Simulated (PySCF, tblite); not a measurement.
Compound: C4H12Si4.
Structure used (GFN2-xTB), in Å, numbered top down from 1:
```xyz
20
C4H12Si4 angstrom
C      4.4144   -0.0756    0.0919
C      3.0210   -0.1163   -0.2948
C      1.8614   -0.1461   -0.6243
Si     0.0657   -0.2336   -1.0495
C     -0.7312    1.4365   -0.5284
Si    -2.6190    1.4011   -0.2186
Si    -3.0121   -0.6628    0.7777
Si    -1.1200   -1.8631    0.1245
H      4.6058   -0.8133    0.8716
H      4.6698    0.9144    0.4704
H      5.0463   -0.2985   -0.7676
H      0.0066   -0.3359   -2.5198
H     -0.4907    2.2036   -1.2634
H     -0.2468    1.7578    0.3961
H     -3.2913    1.5415   -1.5202
H     -2.9832    2.6016    0.5472
H     -3.1709   -0.5716    2.2369
H     -4.2782   -1.2658    0.3377
H     -0.3422   -2.4291    1.2358
H     -1.4105   -3.0343   -0.7159
```

Jobs on this species (20 atoms, 92 electrons) with PySCF (density fitting) and tblite. Hardware of each: one thread of an Arm Neoverse V1, no GPU, shared host. The host was shared with other jobs, so the times are rough.

| level and settings | work | basis functions | SCF cycles | wall time |
| --- | --- | --- | --- | --- |
| GFN2-xTB | L-BFGS relaxation | – | – | ? |
| PBE0/pcSseg-1 | shieldings, ring-centre shieldings, charges and field gradients | 224 | 14 | 47 s |
| GFN2-xTB | Hessian by finite differences | – | – | 1.2 s |

**Question.** Fill in the missing figures.

**Answer.** 
- GFN2-xTB; L-BFGS relaxation: 1.1 s

**Question.** What do all jobs in the table cost together?

**Answer.** About 49 s; the longest takes about 95 % of that, and about 43 times as long as the shortest.
